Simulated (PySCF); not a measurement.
Al(H)2(Me) (CH5Al), SMILES [CH3][AlH2].

Geometry: PBE0-D3(BJ)/def2-TZVP.

These are C-PCM-B3LYP/def2-SVP (PySCF) values and carry that method's errors.

The values are the electrostatic part of the solvation free energy, E(continuum) − E(gas) at the gas-phase geometry, in a cavity of scaled van der Waals radii (PySCF's table); cavitation and dispersion terms are not included. A continuum can't describe solvent molecules that bind to the metal. In vacuum the orbital gap is 6.36 eV. The dipole moment in vacuum is 0.77 D.

Computed values in water (ε = 78.36), ethanol (ε = 24.85), dichloromethane (ε = 8.93):
```tsv
solvent	ε	ΔG(elec) (kcal/mol)	dipole (D)	gap (eV)
water	78.36	-4.0	0.99	6.68
ethanol	24.85	-3.9	0.98	6.67
dichloromethane	8.93	-3.6	0.96	6.64
```
